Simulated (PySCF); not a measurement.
# One molecule, several mistakes: B2H6NSi

All numbers below are calculated, not measured. The program is PySCF 2.14.0, an open-source quantum chemistry code, run on an isolated molecule that a program drew, which may never have been made. The molecule is B2H6NSi (charge 0, doublet), drawn as the SMILES string `BN(B)[SiH2]`.

Each row is a Hartree-Fock (HF) and frozen-core CCSD(T) single point in the cc-pV(D+d)Z basis, meant for a local HF minimum. Run 1 is clean. Each other run has one planted mistake out of seven kinds, and not every kind appears here: one electron removed, one electron added, multiplicity raised by two, geometry at a saddle point, minimal basis STO-3G, one bond length entered in bohr, all coordinates scaled. The reference is restricted for singlets and unrestricted otherwise, and also for a bond in bohr. Adding or removing an electron swaps singlet and doublet. Electrons count all cores. HOMO and LUMO are orbital energies over both spins, the gradient is its largest component, and the lowest frequency (negative if imaginary) is given only where the gradient is small. Bond lengths are over the 9 bonds as drawn. T1 is the CCSD diagnostic: over 0.02 (restricted) or 0.045 (unrestricted) a single reference is doubtful.

Geometry of the clean run:
```xyz
10
B2H6NSi, angstrom
B    -3.0206    0.0838    1.8915
N    -2.5826   -0.9176    0.9634
B    -1.7174   -1.9742    1.4002
Si   -3.0342   -0.7947   -0.7489
H    -2.7172    0.0037    3.0471
H    -3.6887    1.0038    1.5034
H    -1.4111   -2.0595    2.5548
H    -1.2991   -2.7694    0.6026
H    -3.0761   -2.1494   -1.3424
H    -4.3540   -0.1352   -0.8608
```

| run | electrons | basis functions | <S^2> | HOMO (eV) | LUMO (eV) | gradient (hartree/bohr) | lowest frequency (cm^-1) | mean bond (Å) | longest bond (Å) | T1 | HF (hartree) | CCSD(T) (hartree) | mistake |
|---|---|---|---|---|---|---|---|---|---|---|---|---|---|
| 1 | 37 | 95 | 0.753 | -8.90 | 1.49 | 1.2e-05 | 70 | 1.3778 | 1.775 | 0.0138 | -396.27771 | -396.76148 | no fault |
| 2 | 38 | 95 | 0.000 | -0.40 | 6.63 | 6.5e-02 | - | 1.3778 | 1.775 | 0.0175 | -396.25497 | -396.77722 | one electron added |
| 3 | 36 | 95 | 0.000 | -17.22 | -6.95 | 7.8e-02 | - | 1.3778 | 1.775 | 0.0153 | -395.98551 | -396.46239 | ? |
| 4 | 37 | 95 | 1.530 | -8.40 | 1.32 | 3.8e-02 | - | 1.5195 | 2.710 | 0.0571 | -396.09908 | -396.57821 | ? |

**Which mistake was planted in run 3, and what did it cost?**

It counts 36 electrons, one fewer than the clean run, at the same geometry and basis. So the mistake is: one electron removed. Subtracting run 1 and multiplying by 627.51 kcal/mol a hartree, the energy moved by 183.4 kcal/mol in HF and 187.7 kcal/mol in CCSD(T).

**Which mistake was planted in run 4, and what did it cost?**

The mean bond changes by a factor of 1.103 and the longest by 1.527, so the molecule wasn't scaled as a whole. A length L in bohr read as angstrom grows by (1/0.5292 - 1) L = 0.890 L. The 9 bonds together grew by 9 x 0.1417 = 1.275 Å, which gives L = 1.433 Å. That is the length of one of the B-N bonds, 1.434 Å in the clean geometry. So the mistake is: one bond length entered in bohr. Subtracting run 1 and multiplying by 627.51 kcal/mol a hartree, the energy moved by 112.1 kcal/mol in HF and 115.0 kcal/mol in CCSD(T).

Cautions from the logs. Run 4: T1 is over the limit, so its CCSD(T) energy is less reliable.
